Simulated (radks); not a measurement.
Question: Isoelectronic series with 51 electrons, each ion in its NIST ground configuration. Calculated with a radial shooting solver on a logarithmic mesh with Libxc functionals: scalar-relativistic Kohn-Sham, r2SCAN, spin-polarised, spherical densities, finite nucleus; open shells are filled with parallel spins first (spin-orbit coupling, left out, can overturn this in heavy ions); meta-GGA in the generalised Kohn-Sham scheme; Fermi nuclear charge, rms radius of each element as measured or else 0.836 A^(1/3) + 0.57 fm. Total energies (hartree) and orbital eigenvalues (hartree) (* marks an orbital that is empty in some or all of the ions):

ion            configuration  E (hartree)     5p up*   5s down*     5s up*
Sb         [Kr] 4d10 5s2 5p3  -6482.21510   -0.21414   -0.42335   -0.51834
Xe3+       [Kr] 4d10 5s2 5p3  -7445.67633   -1.41990   -1.77928   -1.92304
La6+       [Kr] 4d10 5s2 5p3   -8485.7647   -3.13029   -3.65552   -3.83733
Nd9+   [Kr] 4d10 4f2 5s2 5p1   -9603.6842   -5.02040   -5.77879   -5.91246
Eu12+      [Kr] 4d10 4f3 5s2  -10803.1994   -7.33552   -8.36916   -8.44450
Dy15+          [Kr] 4d10 4f5  -12084.8528   -9.92790  -11.04764  -11.26022
Tm18+          [Kr] 4d10 4f5  -13451.2390  -13.14745  -14.54422  -14.76294

Estimate the row of Hf21+ ([Kr] 4d10 4f5).

Answer: E (hartree) -14903.2480; 5p up* -16.77155; 5s down* -18.47680; 5s up* -18.70363.
